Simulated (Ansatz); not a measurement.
FH2In2NSi: where a starting geometry ends

The starting geometry of this gas-phase singlet was optimised with GFN2-xTB.

```xyz
7

F    -1.5951   -0.3764    1.0609
In   -1.4110   -0.0861   -1.7041
In    0.8298    0.9731    0.9291
N     0.3769   -1.2688   -0.2640
Si   -0.6523   -1.9415    0.8647
H     1.1009   -1.8653   -0.6455
H    -0.0977    1.8900   -1.1368
```

Predict what it relaxes into with PBE0-D3(BJ)/def2-SVP.

New bonds form, giving a structure with H7 bridging In3 and In2, given below by its coordinates. Contacts that close: In2–H7 (2.44 → 2.04 Å), In3–H7 (2.44 → 2.04 Å).

The energy falls by 0.64 eV over 11 steps:

```json
{"step": "1", "E − E(last) (eV)": "0.636"}
{"step": "2", "E − E(last) (eV)": "0.206"}
{"step": "3", "E − E(last) (eV)": "0.089"}
{"step": "4", "E − E(last) (eV)": "0.023"}
{"step": "5", "E − E(last) (eV)": "0.005"}
{"step": "7", "E − E(last) (eV)": "0.000"}
{"step": "8", "E − E(last) (eV)": "0.000"}
{"step": "9", "E − E(last) (eV)": "0.000"}
{"step": "10", "E − E(last) (eV)": "0.000"}
{"step": "11", "E − E(last) (eV)": "0.000"}
```

Final geometry (Å):

```yaml
atoms:
  - { symbol: F, position_ang: [-1.6416, -0.5081, 1.1438] }
  - { symbol: In, position_ang: [-1.1580, 0.0197, -1.8407] }
  - { symbol: In, position_ang: [0.9743, 1.0243, 0.6633] }
  - { symbol: N, position_ang: [0.2940, -1.1451, -0.2484] }
  - { symbol: Si, position_ang: [-0.7110, -1.9011, 0.9105] }
  - { symbol: H, position_ang: [1.0308, -1.7411, -0.6364] }
  - { symbol: H, position_ang: [-0.2371, 1.5762, -0.8880] }
```

Frequencies at the end are all real (lowest 16 cm⁻¹). Atoms past krypton carry core potentials, without spin–orbit terms. Run with Ansatz 0.2.0, 29 s on 2 threads of Intel(R) Xeon(R) 6975P-C (Granite Rapids), on a shared host.
